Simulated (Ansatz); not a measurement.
`C=C[CH2][GaH2]` + `BNB` → `BN(B)CC=C` + `[GaH3]` at 600 K and 1 bar (substitution at a C–Ga bond).

Program: Ansatz. Geometries: PBE0-D4/def2-TZVP. ΔE: electronic, gas phase. CBS: MP2 limit from def2 TZ/QZ plus the TZ coupled-cluster correction, frozen cores. For Ga outer-core shells are correlated without core-valence functions, which leaves a few kJ/mol of doubt a bond. Scalar relativity is left out up to krypton. One conformer a species, not always the lowest.

| species | CCSD(T)/CBS energy (Eh) | H − E (kJ/mol) | S (J/(mol·K)) |
| --- | --- | --- | --- |
| `C=C[CH2][GaH2]` | -2042.27122 | 276.4 | 406.2 |
| `BNB` | -107.34560 | 197.7 | 317.5 |
| `BN(B)CC=C` | -223.88296 | 391.0 | 456.2 |
| `[GaH3]` | -1925.70545 | 74.9 | 253.2 |

H − E and S are ideal-gas, rigid-rotor, harmonic terms from PBE0-D4/def2-TZVP, for one conformer and one mirror image of each species. 1 Eh = 2625.50 kJ/mol, R = 8.31446 J/(mol·K).

Question: By hand: ΔE, ΔH, ΔS and ΔG.

Answer: ΔE = (-223.88296) + (-1925.70545) − (-2042.27122) − (-107.34560) = 0.02841 Eh = 74.6 kJ/mol. Δ(H − E) = 391.0 + 74.9 − 276.4 − 197.7 = -8.2, so ΔH = 66.4 kJ/mol. ΔS = 456.2 + 253.2 − 406.2 − 317.5 = -14.3 J/(mol·K). ΔG = 66.4 − 600 × (-14.3)/1000 = 75.0 kJ/mol.

Question: By hand: the equilibrium constant, and the temperature at which ΔG would vanish if ΔH and ΔS stayed fixed.

Answer: log₁₀ K = −ΔG/(RT ln 10) = -6.5. ΔH and −TΔS have one sign here, so there is no such temperature.

The number of gas molecules stays the same, so ΔS is small and ΔH decides. A doubt of 5 kJ/mol in ΔE shifts log₁₀ K by 0.4 here. Other conformers and mirror images would add mixing entropy, several J/(mol·K) or more a flexible species. Modes under 60 cm⁻¹, often nearly free rotors, make the harmonic entropy too high. These are equilibria of isolated gas molecules and say nothing of rates. Largest T1 diagnostic: 0.013 (customary marks: 0.02 for closed shells, 0.045 for open ones).
